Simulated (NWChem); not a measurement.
System: CH$_{4}$BClSe; SMILES CB(Cl)[SeH]

NWChem input:

```
start job
memory heap 200 mb stack 900 mb global 1100 mb
geometry units angstroms noautoz
  B      0.438905     0.557970    -0.087056
  Cl    -0.763188     1.825664    -0.429712
  C      1.959256     0.933368    -0.040732
  H      2.261934     1.378459    -0.998320
  H      2.624363     0.091937     0.173008
  H      2.128418     1.708538     0.719107
  Se    -0.299424    -1.223839     0.202284
  H      1.006188    -1.884806     0.436145
end
basis spherical
  B library def2-svp
  Cl library def2-svp
  C library def2-svp
  H library def2-svp
  Se library def2-svp
end
dft
  xc becke97-2
  iterations 150
  mulliken
end
task dft energy
```

Structure relaxed at the B3LYP/6-31G* (spherical d) level.

### Question
Give the results of this calculation. (B97-2/def2-SVP.) Quantities: energy (Ha); highest occupied level (eV); orbital gap (eV); dipole (D).

### Answer
| Quantity | Result |
|---|---|
| energy (Ha) | -2927.36 |
| highest occupied level (eV) | -7.20 |
| orbital gap (eV) | 6.32 |
| dipole (D) | 1.90 |
